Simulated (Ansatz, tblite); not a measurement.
Cost and result up the ladder for `CC(F)(F)C(F)(F)C(F)(F)C(F)(F)C(F)(F)C(F)(F)C(F)(F)C(F)(F)C(F)(F)C(F)(F)C(F)(F)C(C)(F)F` (44 atoms). The state is a singlet with charge 0. Geometry: PBE-D4/def2-SVP.

Ansatz on 2 threads of AMD EPYC 7R13 on a shared host and a share (18 GiB) of an NVIDIA H100 80GB HBM3; xTB runs through tblite on one thread. Times are rough, summed over both states, and most runs start from the orbitals of an earlier one. PBE0-D4/def2-SVP serves as the yardstick here, not as an exact answer. The other state is a doublet.

The xTB rows come from tblite. Single mean-field runs in def2-SVP are fitted with def2-universal-jkfit. HOMO above LUMO, or a gap near zero within one spin, warns that the state may not be the lowest or that an electron is smeared out.

Raw xTB energies of ions are shifted by several eV.

```
                        level  functions  wall time  vertical IE (eV)  difference from PBE0-D4/def2-SVP (eV)                                     remarks
                     GFN2-xTB        158      0.3 s             15.56                                   4.45                                           –
                     GFN1-xTB        164     0.33 s             15.85                                   4.74                                           –
PBE-D4/def2-SVP (with forces)        562       14 s              9.64                                  -1.47  gap within one spin near zero (+1 doublet)
             PBE0-D4/def2-SVP        562       14 s             11.11                                   0.00                                           –
            BHLYP-D4/def2-SVP        562       16 s             12.46                                   1.35                                           –
```
